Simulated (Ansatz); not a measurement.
```yaml
atoms:
  - { symbol: C, position_ang: [0.0013, 0.0215, -0.6362] }
  - { symbol: F, position_ang: [0.0176, 0.9786, 0.1847] }
  - { symbol: F, position_ang: [0.0028, -1.0591, 0.1617] }
```

Basis set: 6-31G* (spherical functions). Correlated methods keep 3 orbitals frozen. Charge 0, multiplicity 1.

Computed with Ansatz (development build ahead of 0.2.0); each method stands on the lowest determinant of its kind that the runs found. Restricted open shells among the atoms or ions are ROHF, correlated in semicanonical orbitals with singles.

The atomization energy at this shape (free ground-state atoms in the same class of orbitals less the molecule, no zero-point energy) of singlet CF₂:

```json
{"method": "RHF", "atomization energy": "675.7 kJ/mol"}
```

(1) What does RHF-MP2 give?

Results:

(1) 1049.4 kJ/mol.
